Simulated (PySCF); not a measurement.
**Working out the ionisation energy of O⁺**

O⁺ [He] 2s2 2p3 (4S) → O²⁺ [He] 2s2 2p2 (3P). All numbers are calculated (PySCF 2.14, the spin-free X2C one-electron Hamiltonian (Gaussian nucleus), in cc-pVTZ-DK). Frozen: 1s2. Energies in hartree (1 hartree = 27.21139 eV):

```tsv
part	O⁺ (lower)	O²⁺ (upper)
UHF	-74.422858	-73.152878
CCSD correlation	-0.112746	-0.096425
(T)	-0.001599	-0.001305
```

**Question.** What does Hartree-Fock give?

**Answer.** (-73.152878) − (-74.422858) = 1.269980 hartree = 34.558 eV.

**Question.** What do CCSD and CCSD(T) give?

**Answer.** The CCSD correlation energies differ by 0.016321 hartree = 0.444 eV and the triples by 0.000294 hartree = 0.008 eV, so CCSD gives 35.002 eV and CCSD(T) 35.010 eV.

Reference: 35.121 eV (measured; NIST Atomic Spectra Database, ionization energies), between the lowest levels; spin-orbit coupling is absent from the calculation.

What remains against the reference includes basis incompleteness, the frozen core and higher excitations.
